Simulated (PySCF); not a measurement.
## MH cations for M along the fourth-period p block

PBE0 with double-zeta basis sets in PySCF, for the lowest determinant that a PBE0 search found; no spin–orbit coupling. De refers to high-spin ground-configuration atoms (the charge goes to the atom of lower measured ionisation energy or higher electron affinity, which is not always the lowest computed limit). A positive dipole points towards H; it is taken about the centre of mass and depends on that origin.

```json
{"M": "Ga", "basis": "cc-pVDZ-PP/cc-pVDZ", "charged atom": "Ga+", "state (unpaired electrons)": "doublet (σ ↑)", "Re (Å)": "1.691", "ωe (cm⁻¹)": "1192", "De (eV)": "0.41", "μ (D)": "0.47"}
{"M": "Ge", "basis": "cc-pVDZ-PP/cc-pVDZ", "charged atom": "Ge+", "state (unpaired electrons)": "singlet (closed shell)", "Re (Å)": "1.597", "ωe (cm⁻¹)": "1997", "De (eV)": "2.95", "μ (D)": "0.37"}
{"M": "As", "basis": "def2-SVPD", "charged atom": "As+", "state (unpaired electrons)": "doublet (π ↑)", "Re (Å)": "1.538", "ωe (cm⁻¹)": "2213", "De (eV)": "3.10", "μ (D)": "0.83"}
{"M": "Se", "basis": "jorge-DZP-DKH", "charged atom": "Se+", "state (unpaired electrons)": "triplet (π ↑↑)", "Re (Å)": "1.477", "ωe (cm⁻¹)": "2430", "De (eV)": "3.19", "μ (D)": "1.51"}
{"M": "Br", "basis": "pcseg-1", "charged atom": "Br+", "state (unpaired electrons)": "doublet (π ↑)", "Re (Å)": "1.461", "ωe (cm⁻¹)": "2447", "De (eV)": "4.05", "μ (D)": "1.74"}
```

Question: By what factor does the bond length vary along the series?

Answer: At PBE0 it runs from 1.461 Å (HBr⁺) to 1.691 Å (GaH⁺), a factor of 1.16.

The rows differ in basis set, which adds steps of its own.

The state changes along the series, so neighbouring rows are not always alike in their bonding.

Weak bonds: GaH⁺. Basis-set superposition, not corrected here, can be much of De in a small basis, most of all at correlated wavefunction levels. Spin–orbit coupling is left out. For an ion De counts to the pair picked by the measured ionisation energies or electron affinities, which need not be the lowest pair at this level. States were picked by a PBE0 search and need not be the measured ground states.
